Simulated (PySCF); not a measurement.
Gd (gadolinium, neutral) across methods

[Xe] 4f7 5d2 6s1, high-spin 11F determinant (an excited configuration). All numbers are calculated (PySCF 2.14, the spin-free X2C one-electron Hamiltonian (Gaussian nucleus), in cc-pVDZ-X2C (8s7p5d3f1g, 84 functions)).

```tsv
method	E (hartree)	mean ε 4f α (eV)	mean ε 6s α (eV)	mean ε 5d α (eV)	Σ⟨r²⟩ (bohr²)	⟨S²⟩
LDA	-11262.36	-8.657	-4.060	-2.257	75.31	30.002
UHF	-11266.73443	-20.456	-5.370	-5.455	77.00	30.004
PBE	-11270.49	-8.454	-3.878	-2.254	75.75	30.002
PBE0	-11270.44	-11.551	-4.339	-3.141	75.48	30.002
r2SCAN	-11270.81	-8.781	-3.956	-2.479	75.10	30.004
```

Spin-orbit coupling, absent here, splits the open shell strongly.
